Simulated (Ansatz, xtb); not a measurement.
# Isomers of C5H8O2 in order of energy

10 gas-phase structures of C5H8O2, from a drawn sample of its isomers (lower ones may exist). Each was relaxed with GFN2-xTB; where two conformers were screened, the lower at r2SCAN-D4/def2-SVP is listed:

A. `C=C(O)C(=C)OC`, a singlet
B. `CO/C=C/C=C\O`, a singlet
C. `C=C(O)/C=C/OC`, a singlet
D. `CO/C=C/C=C/O`, a singlet
E. `C=C(/C=C\O)OC`, a singlet
F. `C=C(O)/C=C\OC`, a singlet
G. `C=C(/C=C/O)OC`, a singlet
H. `C=C/C=C(/O)OC`, a singlet
I. `C=C/C=C(\O)OC`, a singlet
J. `CO/C=C\C=C\O`, a singlet

Task: Which do you expect lowest at r2SCAN-D4/def2-SVP, and how would the others follow?

Result: Calculated order at r2SCAN-D4/def2-SVP: E (0.0), I (1.0), C (4.0), G (4.7), F (4.9), A (5.3), H (6.1), B (7.0), D (7.2), J (7.9) kcal/mol. Less than 1 kcal/mol parts C and G; G and F; F and A; A and H; H and B; B and D; D and J, so the order within those pairs means little.

Energies above the lowest of each column, in kcal/mol; the last columns are at B3LYP-D3(BJ)/def2-SVP geometries and were run for some of them only (a dash: not run or not comparable):

| structure | GFN2-xTB | HF/STO-3G | r2SCAN-D4/def2-SVP | B3LYP-D3(BJ)/def2-SVP | CCSD(T)/def2-SVP + ΔMP2/def2-TZVPP |
| --- | --- | --- | --- | --- | --- |
| E | 0.5 | 0.0 | 0.0 | 0.0 | 0.0 |
| I | 0.0 | 0.1 | 1.0 | 1.5 | 0.3 |
| C | 2.0 | 4.1 | 4.0 | 4.4 | 2.9 |
| G | 2.8 | 4.6 | 4.7 | 5.1 | 3.5 |
| F | 4.2 | 4.3 | 4.9 | 4.8 | 3.6 |
| A | 5.0 | 5.3 | 5.3 | 5.6 | 3.5 |
| H | 4.7 | 3.4 | 6.1 | – | – |
| B | 3.3 | 6.1 | 7.0 | – | – |
| D | 1.9 | 5.0 | 7.2 | – | – |
| J | 4.3 | 5.4 | 7.9 | – | – |

CCSD(T)/def2-SVP + ΔMP2/def2-TZVPP has E and I within 1 kcal/mol of each other at the bottom, and every level picks one of them. CCSD(T)/def2-SVP + ΔMP2/def2-TZVPP orders those it was run on as E (0.0), I (0.3), C (2.9), A (3.5), G (3.5), F (3.6) kcal/mol. Less than 1 kcal/mol parts E and I; C and A; A and G; G and F, so the order within those pairs means little. Flexible structures stand in one conformer each, not always the lowest. Frequencies (GFN2-xTB) were run for A, C, E, F, G, I alone. ΔMP2 is the change of the MP2 energy from the smaller to the larger basis.

Over these structures GFN2-xTB departs from r2SCAN-D4/def2-SVP by 1.4 kcal/mol on average once a common shift is removed. A GFN2-xTB relaxation took about 0.066 s and the r2SCAN-D4/def2-SVP energy about 1.6 s on a shared host (Ansatz 0.2.0, xtb 6.7.1).
